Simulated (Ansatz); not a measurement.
`[AlH2][C]1=[N][SnH2]1`, relaxed with RKS PBE0-D4/def2-TZVP in Ansatz from a PBE-D4/def2-SVP geometry. The force threshold is 0.005 eV/Å; the program also tests the step.

The species carries charge 0 and has multiplicity 1. Sn: def2 effective core potential.

Start:

```xyz
8

Al    0.528   -1.082   -0.466
C     0.813    0.184    1.100
N     0.444    1.037    1.837
Sn   -1.604    1.269    0.499
H     1.316   -0.622   -1.771
H     0.302   -2.583    0.023
H    -1.120   -0.371   -0.469
H    -0.677    2.168   -0.752
```

(1) By how much does the energy fall, and how many steps does the optimiser take? (Estimate.)

(2) Which bonds change most? (Best estimate.)

(3) Give the relaxed structure. (An estimate is asked.)

## Answers

(1) Computed: 0.94 kcal/mol, in 6 steps.

(2) Ansatz gave: N3–Sn4 from 2.457 to 2.423 Å; Sn4–H8 from 1.797 to 1.768 Å; Sn4–H7 from 1.965 to 1.940 Å; C2–N3 from 1.187 to 1.165 Å.

(3) The calculation gave: 
```xyz
8

Al    0.519   -1.071   -0.470
C     0.799    0.192    1.087
N     0.437    1.025    1.817
Sn   -1.583    1.252    0.498
H     1.311   -0.627   -1.761
H     0.298   -2.554    0.032
H    -1.107   -0.358   -0.473
H    -0.674    2.141   -0.731
```
